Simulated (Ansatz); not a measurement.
Gas-phase electronic energies from Ansatz, PBE0-D4/def2-TZVP geometries. CCSD(T)/CBS is the MP2 limit (def2-TZVPP, def2-QZVPP) plus CCSD(T) − MP2 in def2-TZVPP, frozen cores. This one scheme is used for every species. Functionals use def2-TZVPP. B3LYP here is the variant with VWN-RPA as its local correlation; programs differ in this. HSE06 is defined as in plane-wave codes. For Br outer-core shells are correlated without core-valence functions, which leaves a few kJ/mol of doubt a bond. Scalar relativity is left out up to krypton. One conformer a species, not always the lowest.

`FB(F)Br` + `C=N` → `C=NB(F)Br` + H–F  (ligand exchange at a B–F bond)

```tsv
level	ΔE (kJ/mol)	difference from CCSD(T)/CBS
LDA (SPW92)	48.0	-14.1
PBE-D4	53.1	-9.0
revPBE-D4	51.7	-10.4
BLYP-D4	56.0	-6.1
r2SCAN-D4	62.9	0.8
B97M-V	70.9	8.8
PBE0-D4	56.5	-5.6
B3LYP-D4	58.9	-3.2
r2SCANh-D4	63.1	1.0
r2SCAN0-D4	63.4	1.3
BHLYP-D4	64.9	2.8
CAM-B3LYP-D4	64.1	2.0
ωB97X-V	67.6	5.5
B2PLYP	66.0	3.9
PBE-QIDH	62.7	0.6
PBE	57.0	-5.1
revPBE	60.1	-2.0
r2SCAN	64.0	1.9
PBE0	60.0	-2.1
B3LYP	65.1	3.0
r2SCANh	64.3	2.2
r2SCAN0	64.7	2.6
HSE06	59.7	-2.4
BHLYP	70.1	8.0
LC-ωPBE	64.4	2.3
RPA@PBE/def2-TZVPP	73.5	11.4
HF/def2-SVP	80.8	18.7
MP2/def2-SVP	73.6	11.5
CCSD/def2-SVP	79.2	17.1
CCSD(T)/def2-SVP	78.0	15.9
HF/def2-TZVPP	83.1	21.0
MP2/def2-TZVPP	61.7	-0.4
CCSD/def2-TZVPP	70.8	8.7
CCSD(T)/def2-TZVPP	68.4	6.3
HF/def2-QZVPP	83.4	21.3
MP2/def2-QZVPP	58.2	-3.9
SCS-MP2/def2-QZVPP	64.0	1.9
HF/CBS(def2)	83.5	21.4
MP2/CBS(def2)	55.4	-6.7
CCSD/CBS(def2)	64.5	2.4
CCSD(T)/CBS	62.1	0
```

Largest T1 diagnostic among the species: 0.012.

From BLYP to BHLYP (50 % exact exchange), in def2-TZVPP and without D4, ΔE moves by +6.2 kJ/mol. At CCSD(T), def2-SVP lies +15.9 kJ/mol from the extrapolated value and def2-TZVPP +6.3 kJ/mol.
